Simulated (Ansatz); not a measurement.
Start from `[CH]1=[N][AlH]1` and change one atom or group to get `C[C]1=[N][AlH]1`.

Ansatz, PBE0-D4/def2-TZVP geometries, multiplicity 1. 

| property | `[CH]1=[N][AlH]1` |
| --- | --- |
| zero-point energy (PBE0-D4/def2-TZVP) / kJ/mol | 64.5 |
| HOMO–LUMO gap (B3LYP/def2-TZVPP) / eV | 3.99 |
| vertical ionisation energy (CCSD(T)/CBS(def2)) / eV | 7.91 |
| HOMO energy (PBE0/def2-TZVPP) / eV | -5.59 |
| LUMO energy (B3LYP/def2-TZVPP) / eV | -1.42 |
| HOMO–LUMO gap (ωB97M-V/def2-TZVPP) / eV | 8.15 |

What does the change do to each property? (Estimate.)

Computed: 
```json
{"property": "zero-point energy (PBE0-D4/def2-TZVP) / kJ/mol", "`C[C]1=[N][AlH]1`": "138.6", "shift": "74.1"}
{"property": "HOMO–LUMO gap (B3LYP/def2-TZVPP) / eV", "`C[C]1=[N][AlH]1`": "3.95", "shift": "-0.04"}
{"property": "vertical ionisation energy (CCSD(T)/CBS(def2)) / eV", "`C[C]1=[N][AlH]1`": "7.64", "shift": "-0.27"}
{"property": "HOMO energy (PBE0/def2-TZVPP) / eV", "`C[C]1=[N][AlH]1`": "-5.44", "shift": "0.15"}
{"property": "LUMO energy (B3LYP/def2-TZVPP) / eV", "`C[C]1=[N][AlH]1`": "-1.31", "shift": "0.11"}
{"property": "HOMO–LUMO gap (ωB97M-V/def2-TZVPP) / eV", "`C[C]1=[N][AlH]1`": "8.07", "shift": "-0.08"}
```

The zero-point energy changes by 74.1 kJ/mol with +9 modes.

B3LYP here is the variant with VWN-RPA as its local correlation; programs differ in this.
